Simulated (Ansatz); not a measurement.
Cartesian coordinates in Å:
```
N 1.226 -0.176 0.862
Si 0.006 0.110 -0.284
O -0.248 -1.377 -0.922
O 0.473 1.263 -1.349
Te -2.149 1.131 0.471
H 1.535 0.564 1.472
H 1.270 -1.075 1.313
H -1.076 -1.491 -1.391
H 1.364 1.175 -1.697
H -2.402 -0.124 1.525
```

The species carries charge 0 and has multiplicity 1. Te takes the def2 core potential.

**Question.** List the PBE0/def2-TZVPP orbital energies in eV (Ansatz). (An estimate is asked.)

**Answer.** The calculation gave: Occupied: -1803.89, -522.81, -522.81, -391.03, -171.52, -145.97, -120.50, -120.39, -120.24, -100.67, -100.65, -100.63, -43.71, -43.66, -43.51, -43.42, -43.40, -28.58, -28.07, -24.01, -17.68, -15.90, -14.99, -13.87, -12.75, -11.40, -11.12, -10.05, -9.86, -9.39, -8.71, -7.57, -6.32. Lowest empty: -0.18, 0.36, 1.15, 1.38, 1.45, 2.42, 2.74, 2.80.
